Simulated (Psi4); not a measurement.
Job for Psi4: SAPT0/jun-cc-pV(D+d)Z on BFH5N (a complex), monomers drawn apart or pushed together.

```
memory 1837 MB

molecule dimer {
0 1
B    -0.12648168   -0.37308079    1.43733706
F     0.93690420    0.37918232    0.92206819
H    -1.22100995    0.09350058    1.20949699
H    -0.02571032   -1.56617162    1.25309006
--
0 1
N     0.09083051   -0.17716221    2.93084413
H     0.04057637    0.80625746    3.18485020
H     0.99803956   -0.53281274    3.22171027
H    -0.63348872   -0.68118343    3.43442484
units angstrom
symmetry c1
no_reorient
no_com
}

set {
  basis jun-cc-pV(D+d)Z
  scf_type df
  freeze_core true
}

energy('sapt0')
```

Program output:

```
[...]
==> Input File <==

--------------------------------------------------------------------------
memory 1837 MB

molecule dimer {
0 1
B    -0.12648168   -0.37308079    1.43733706
F     0.93690420    0.37918232    0.92206819
H    -1.22100995    0.09350058    1.20949699
H    -0.02571032   -1.56617162    1.25309006
--
0 1
N     0.09083051   -0.17716221    2.93084413
H     0.04057637    0.80625746    3.18485020
H     0.99803956   -0.53281274    3.22171027
H    -0.63348872   -0.68118343    3.43442484
units angstrom
symmetry c1
no_reorient
no_com
}

set {
  basis jun-cc-pV(D+d)Z
  scf_type df
  freeze_core true
}

energy('sapt0')
--------------------------------------------------------------------------


   => Loading Basis Set <=

    Name: JUN-CC-PV(D+D)Z
    Role: ORBITAL
    Keyword: BASIS
    atoms 1        entry B          line   154 file jun-cc-pv_dpd_z.gbs
    atoms 2        entry F          line   290 file jun-cc-pv_dpd_z.gbs
    atoms 3-4, 6-8 entry H          line    60 file jun-cc-pv_dpd_z.gbs
    atoms 5        entry N          line   222 file jun-cc-pv_dpd_z.gbs

   => Loading Basis Set <=

    Name: JUN-CC-PV(D+D)Z
    Role: ORBITAL
    Keyword: BASIS
    atoms 1        entry B          line   154 file jun-cc-pv_dpd_z.gbs
    atoms 2        entry F          line   290 file jun-cc-pv_dpd_z.gbs
    atoms 3-4, 6-8 entry H          line    60 file jun-cc-pv_dpd_z.gbs
    atoms 5        entry N          line   222 file jun-cc-pv_dpd_z.gbs


  //>>>>>>>>>>>>>>>>>>>>>>>>>>>>>>>>>>>//
  //              Dimer HF             //
  //<<<<<<<<<<<<<<<<<<<<<<<<<<<<<<<<<<<//

   => Libint2 <=

    Primary   basis highest AM E, G, H:  7, 6, 3
    Auxiliary basis highest AM E, G, H:  7, 7, 4
    Onebody   basis highest AM E, G, H:  -, -, -
    Solid Harmonics ordering:            Gaussian


   => Loading Basis Set <=

    Name: JUN-CC-PV(D+D)Z
    Role: ORBITAL
    Keyword: BASIS
    atoms 1        entry B          line   154 file jun-cc-pv_dpd_z.gbs
    atoms 2        entry F          line   290 file jun-cc-pv_dpd_z.gbs
    atoms 3-4, 6-8 entry H          line    60 file jun-cc-pv_dpd_z.gbs
    atoms 5        entry N          line   222 file jun-cc-pv_dpd_z.gbs


         ---------------------------------------------------------
                                   SCF
               by Justin Turney, Rob Parrish, Andy Simmonett
                          and Daniel G. A. Smith
                              RHF Reference
                        1 Threads,   1751 MiB Core
         ---------------------------------------------------------

  ==> Geometry <==

    Molecular point group: c1
    Full point group: C1

    Geometry (in Angstrom), charge = 0, multiplicity = 1:

       Center              X                  Y                   Z               Mass
    ------------   -----------------  -----------------  -----------------  -----------------
         B           -0.126481680000    -0.373080790000     1.437337060000    11.009305360000
         F            0.936904200000     0.379182320000     0.922068190000    18.998403162730
         H           -1.221009950000     0.093500580000     1.209496990000     1.007825032230
         H           -0.025710320000    -1.566171620000     1.253090060000     1.007825032230
         N            0.090830510000    -0.177162210000     2.930844130000    14.003074004430
         H            0.040576370000     0.806257460000     3.184850200000     1.007825032230
         H            0.998039560000    -0.532812740000     3.221710270000     1.007825032230
         H           -0.633488720000    -0.681183430000     3.434424840000     1.007825032230

  Running in c1 symmetry.

  Rotational constants: A =      0.64251  B =      0.08392  C =      0.07682 [cm^-1]
  Rotational constants: A =  19262.04178  B =   2515.88125  C =   2302.88163 [MHz]
  Nuclear repulsion =   78.595229507629526

  Charge       = 0
  Multiplicity = 1
  Electrons    = 26
  Nalpha       = 13
  Nbeta        = 13

  ==> Algorithm <==

  SCF Algorithm Type is DF.
  DIIS enabled.
  MOM disabled.
  Fractional occupation disabled.
  Guess Type is SAD.
  Energy threshold   = 1.00e-08
  Density threshold  = 1.00e-08
  Integral threshold = 1.00e-12

  ==> Primary Basis <==

  Basis Set: JUN-CC-PV(D+D)Z
    Blend: JUN-CC-PV(D+D)Z
    Number of shells: 39
    Number of basis functions: 79
    Number of Cartesian functions: 82
    Spherical Harmonics?: true
    Max angular momentum: 2

   => Loading Basis Set <=

    Name: (JUN-CC-PV(D+D)Z AUX)
    Role: JKFIT
    Keyword: DF_BASIS_SCF
    atoms 1        entry B          line    90 file jun-cc-pvdz-jkfit.gbs
    atoms 2        entry F          line   314 file jun-cc-pvdz-jkfit.gbs
    atoms 3-4, 6-8 entry H          line    70 file jun-cc-pvdz-jkfit.gbs
    atoms 5        entry N          line   202 file jun-cc-pvdz-jkfit.gbs

  ==> Integral Setup <==

  DFHelper Memory: AOs need 0.018 GiB; user supplied 1.283 GiB.
  SCF_SUBTYPE=INCORE selected. In-core MEM_DF algorithm
[...]
        -99.4472827648982616
    Two-Electron Energy =                  31.3506509771939648
    Total Energy =                        -56.2035507884846339

Computation Completed


Properties will be evaluated at   0.000000,   0.000000,   0.000000 [a0]

Properties computed using the SCF density matrix


 Multipole Moments:

 ------------------------------------------------------------------------------------
     Multipole            Electronic (a.u.)      Nuclear  (a.u.)        Total (a.u.)
 ------------------------------------------------------------------------------------

 L = 1.  Multiply by 2.5417464519 to convert [e a0] to [Debye]
 Dipole X            :         -1.8900913            1.9670930            0.0770017
 Dipole Y            :          3.1861236           -3.1140309            0.0720927
 Dipole Z            :        -56.7481890           57.3662161            0.6180271
 Magnitude           :                                                    0.6269642

 ------------------------------------------------------------------------------------

  Constructing Basis Sets for SAPT...

   => Loading Basis Set <=

    Name: (JUN-CC-PV(D+D)Z AUX)
    Role: RIFIT
    Keyword: DF_BASIS_SAPT
    atoms 1        entry B          line    56 file jun-cc-pvdz-ri.gbs
    atoms 2        entry F          line   232 file jun-cc-pvdz-ri.gbs
    atoms 3-4, 6-8 entry H          line    30 file jun-cc-pvdz-ri.gbs
    atoms 5        entry N          line   144 file jun-cc-pvdz-ri.gbs

   => Loading Basis Set <=

    Name: (JUN-CC-PV(D+D)Z AUX)
    Role: JKFIT
    Keyword: DF_BASIS_ELST
    atoms 1        entry B          line    90 file jun-cc-pvdz-jkfit.gbs
    atoms 2        entry F          line   314 file jun-cc-pvdz-jkfit.gbs
    atoms 3-4, 6-8 entry H          line    70 file jun-cc-pvdz-jkfit.gbs
    atoms 5        entry N          line   202 file jun-cc-pvdz-jkfit.gbs


  //>>>>>>>>>>>>>>>>>>>>>>>>>>>>>>>>>>>//
  //               SAPT0               //
  //<<<<<<<<<<<<<<<<<<<<<<<<<<<<<<<<<<<//



        SAPT0
    Ed Hohenstein
     6 June 2009

      Orbital Information
  --------------------------
    NSO        =        79
    NMO        =        79
    NRI        =       265
    NRI (Elst) =       352
    NOCC A     =         8
    NOCC B     =         5
    FOCC A     =         2
    FOCC B     =         1
    NVIR A     =        71
    NVIR B     =        74

    Elst10,r            =    -0.196172269713 [Eh]
    Exch10              =     0.286223130588 [Eh]
    Exch10 (S^2)        =     0.253737310917 [Eh]

    Maxiter = 50
    CPHF R converge = 1.000000E-08

    Iter     Energy [mEh]          dE [mEh]         Residual      Time [s]
       1     -45.32165210      45.321652100     3.600251e-02             0
       2     -56.09731541      10.775663308     1.118286e-02             0
       3     -56.48403554       0.386720132     4.568012e-03             0
       4     -56.19292116      -0.291114385     1.268672e-03             0
       5     -56.16084324      -0.032077917     2.943291e-04             0
       6     -56.18326633       0.022423096     5.421803e-05             0
       7     -56.18054211      -0.002724229     7.966874e-06             0
       8     -56.18067087       0.000128761     1.449286e-06             0
       9     -56.18068809       0.000017227     3.313101e-07             0
      10     -56.18068039      -0.000007706     7.579599e-08             0
      11     -56.18068177       0.000001385     1.713176e-08             0
      12     -56.18068167      -0.000000100     2.709493e-09             0

    CHF Iterations converged

    Maxiter = 50
    CPHF R converge = 1.000000E-08

    Iter     Energy [mEh]          dE [mEh]         Residual      Time [s]
       1    -175.73117343     175.731173428     7.996433e-02             0
       2    -218.05705659      42.325883159     2.384124e-02             0
       3    -220.52669938       2.469642794     6.535755e-03             0
       4    -219.98719897      -0.539500411     1.647125e-03             0
       5    -219.76466845      -0.222530524     3.261750e-04             0
       6    -219.83097654       0.066308098     5.969380e-05             0
       7    -219.82376990      -0.007206647     1.090681e-05             0
       8    -219.82460025       0.000830350     2.770925e-06             0
       9    -219.82446064      -0.000139603     4.391617e-07             0
      10    -219.82447165       0.000011003     4.889200e-08             0
      11    -219.82447285       0.000001201     8.481870e-09             0

    CHF Iterations converged

    Ind20,r (A<-B)      =    -0.056180681673 [Eh]
    Ind20,r (B<-A)      =    -0.219824472846 [Eh]
    Ind20,r             =    -0.276005154519 [Eh]
    Exch-Ind20,r (A<-B) =     0.042610981698 [Eh]
    Exch-Ind20,r (B<-A) =     0.100451598180 [Eh]
    Exch-Ind20,r        =     0.143062579878 [Eh]
    Disp20              =    -0.038583878459 [Eh]
    Disp20 (SS)         =    -0.019291939229 [Eh]
    Disp20 (OS)         =    -0.019291939229 [Eh]
    Exch-Disp20         =     0.008458973758 [Eh]
    Exch-Disp20 (SS)    =     0.004573620236 [Eh]
    Exch-Disp20 (OS)    =     0.003885353521 [Eh]

    SAPT Results
  --------------------------------------------------------------------------------------------------------
    Electrostatics               -196.17226971 [mEh]    -123.09995774 [kcal/mol]    -515.05022317 [kJ/mol]
      Elst10,r                   -196.17226971 [mEh]    -123.09995774 [kcal/mol]    -515.05022317 [kJ/mol]

    Exchange                      286.22313059 [mEh]     179.60772606 [kcal/mol]     751.47872583 [kJ/mol]
      Exch10                      286.22313059 [mEh]     179.60772606 [kcal/mol]     751.47872583 [kJ/mol]
      Exch10(S^2)                 253.73731092 [mEh]     159.22256645 [kcal/mol]     666.18721803 [kJ/mol]

    Induction                    -132.98340569 [mEh]     -83.44834692 [kcal/mol]    -349.14788353 [kJ/mol]
      Ind20,r                    -276.00515452 [mEh]    -173.19584927 [kcal/mol]    -724.65143335 [kJ/mol]
      Exch-Ind20,r                143.06257988 [mEh]      89.77312422 [kcal/mol]     375.61075172 [kJ/mol]
      delta HF,r (2)               -0.04083105 [mEh]      -0.02562187 [kcal/mol]      -0.10720190 [kJ/mol]

    Dispersion                    -30.12490470 [mEh]     -18.90366310 [kcal/mol]     -79.09292640 [kJ/mol]
      Disp20                      -38.58387846 [mEh]     -24.21174927 [kcal/mol]    -101.30195894 [kJ/mol]
      Exch-Disp20                   8.45897376 [mEh]       5.30808617 [kcal/mol]      22.20903254 [kJ/mol]
      Disp20 (SS)                 -19.29193923 [mEh]     -12.10587463 [kcal/mol]     -50.65097947 [kJ/mol]
      Disp20 (OS)                 -19.29193923 [mEh]     -12.10587463 [kcal/mol]     -50.65097947 [kJ/mol]
      Exch-Disp20 (SS)              4.57362024 [mEh]       2.86999003 [kcal/mol]      12.00803828 [kJ/mol]
      Exch-Disp20 (OS)              3.88535352 [mEh]       2.43809614 [kcal/mol]      10.20099426 [kJ/mol]

  Total HF                        -42.93254481 [mEh]     -26.94057860 [kcal/mol]    -112.71938088 [kJ/mol]
  Total SAPT0                     -73.05744951 [mEh]     -45.84424170 [kcal/mol]    -191.81230727 [kJ/mol]

  Special recipe for scaled SAPT0 (see Manual):
    Electrostatics sSAPT0        -196.17226971 [mEh]    -123.09995774 [kcal/mol]    -515.05022317 [kJ/mol]
    Exchange sSAPT0               286.22313059 [mEh]     179.60772606 [kcal/mol]     751.47872583 [kJ/mol]
    Induction sSAPT0              -70.69951805 [mEh]     -44.36461737 [kcal/mol]    -185.62155906 [kJ/mol]
    Dispersion sSAPT0             -26.44219626 [mEh]     -16.59272866 [kcal/mol]     -69.42397671 [kJ/mol]
  Total sSAPT0                     -7.09085343 [mEh]      -4.44957770 [kcal/mol]     -18.61703311 [kJ/mol]
  --------------------------------------------------------------------------------------------------------



*** Psi4 exiting successfully. Buy a developer a beer!
```

The run finished.

Cost: about 2.6 core-seconds (a rough figure).
